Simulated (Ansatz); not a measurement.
Reaction (ligand exchange at the Si–F bond): `C[Si](N)(F)Cl` + HCl → `C[Si](N)(Cl)Cl` + H–F

Isolated molecules relaxed with PBE0-D4/def2-TZVP in Ansatz; ΔE leaves out vibrations. CBS: MP2 limit from def2 TZ/QZ plus the TZ coupled-cluster correction, frozen cores. This one scheme is used for every species. Functionals use def2-TZVPP. One conformer a species, not always the lowest.

| level | ΔE (eV) |
| --- | --- |
| LDA (SPW92) | 0.49 |
| PBE-D4 | 0.42 |
| CAM-B3LYP-D4 | 0.60 |
| ωB97M-V | 0.52 |
| revPBE | 0.47 |
| HF/def2-SVP | 0.57 |
| SCS-MP2/def2-TZVPP | 0.52 |
| SCS-MP2/def2-QZVPP | 0.50 |

Question: What does CCSD(T)/CBS give? (Estimate.)

Answer: Computed: +0.48 eV. The listed levels differ from it by 0.01, -0.06, 0.12, 0.04, -0.01, 0.09, 0.04, 0.02 eV.

Largest T1 diagnostic among the species: 0.010.

At CCSD(T), def2-SVP lies +0.04 eV from the extrapolated value and def2-TZVPP +0.05 eV. The D4 term adds −0.08 eV with B3LYP and −0.04 eV with PBE0; it sums over pairs of atoms, weighted by their polarisabilities, and B3LYP, whose exchange is more repulsive, gets the larger term. In def2-TZVPP, CCSD(T) changes the Hartree–Fock value by −0.14 eV (the triples alone add −0.03 eV) and MP2 by −0.22 eV.

B3LYP here is the variant with VWN-RPA as its local correlation; programs differ in this.
